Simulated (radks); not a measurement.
Values are calculated unless marked as measured or tabulated.
Valence configurations of Ni (all share [Ar]). Code: a radial shooting solver on a logarithmic mesh with Libxc functionals. Model: scalar-relativistic Kohn-Sham, r2SCAN, spin-unpolarised, spherical densities, finite nucleus; meta-GGA in the generalised Kohn-Sham scheme; Fermi nuclear charge, rms radius 3.7757 fm. Energies are relative to 3d8 4s2; eigenvalues in eV.

| valence | E (eV) | e(3d) | e(4p) | e(4s) |
|---|---|---|---|---|
| 3d9 4s1 | -1.615 | -4.689 | - | -4.414 |
| 3d8.5 4s1.5 | -1.173 | -6.711 | - | -5.159 |
| 3d8 4s2 | 0.000 | -9.068 | - | -5.873 |
| 3d8 4s1.5 4p0.5 | 2.439 | -10.103 | -1.597 | -6.455 |
| 3d8.5 4s0.5 4p1 | 3.214 | -8.758 | -1.800 | -6.205 |
| 3d7.5 4s2 4p0.5 | 4.727 | -12.716 | -1.857 | -7.161 |
| 3d8 4s1 4p1 | 4.871 | -11.050 | -2.053 | -6.929 |
| 3d7.5 4s1.5 4p1 | 7.386 | -13.642 | -2.316 | -7.652 |
| 3d7 4s2 4p1 | 10.910 | -16.500 | -2.588 | -8.351 |
| 3d7.5 4s0.5 4p2 | 12.758 | -15.343 | -3.045 | -8.455 |

NIST lists [Ar] 3d8 4s2 as the ground configuration; this level of theory puts 3d9 4s1 lower, by 1.615 eV. The energies are those of spherical spin-averaged densities, not of single terms.
